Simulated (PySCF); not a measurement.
Predicted spectroscopic data

Computational details: σ from GIAO-PBE0/pcSseg-1, PBE0-D3(BJ)/def2-SVP geometry, in PySCF 2.14.0 with density-fitted response routines (one conformer, non-relativistic, equivalent nuclei averaged, isolated molecule).

Chemical shifts δ = σref − σ; 1H (31.27 ppm), 13C (184.41 ppm) vs TMS, all at this level. Where no couplings were computed, multiplicities follow the n + 1 count of equivalent neighbours, and m marks all less simple cases (inequivalent or close neighbours, rings, F or P nearby). Couplings to H on boron are left out. Carbons bonded to boron are broad in practice. Shifts are as computed. Against solution values, carbons near 30 ppm lie about +2 ppm off and those near 130 ppm about +5 ppm. Of 1313 compounds with measured shifts, 239 miss one by over three times the rms of a fit or turn the order of signals round; such compounds aren't used in these exercises.

Compound 1 (C8H11BO). 1H NMR (500 MHz, computed): δ 8.51 (m, 1H), 7.89 (d, 1H), 7.88 (m, 1H), 7.46 (m, 1H), 6.96 (d, 1H), 6.25 (br, 1H), 3.72 (q, 2H), 1.55 (t, 3H). 13C{1H} NMR (computed): δ 176.0 (C), 166.8 (CH), 149.4 (CH), 143.5 (CH), 143.3 (CH), 127.2 (CH), 63.1 (CH2), 16.9 (CH3). Structure: SMILES CCOC1=CBC=CC=C1.

Compound 2 (C8H11BO). 1H NMR (500 MHz, computed): δ 4.69 (br, 1H), 3.97 (s, 3H), 2.16 (t, 2H), 1.48 (m, 2H), 0.94 (t, 3H). 13C{1H} NMR (computed): δ 100.6, 91.8, 86.5, 72.3, 62.5, 25.9, 24.2, 15.9. Structure: `InChI=1S/C8H11BO/c1-3-4-5-6-7-8-9-10-2/h9H,3-4H2,1-2H3`.
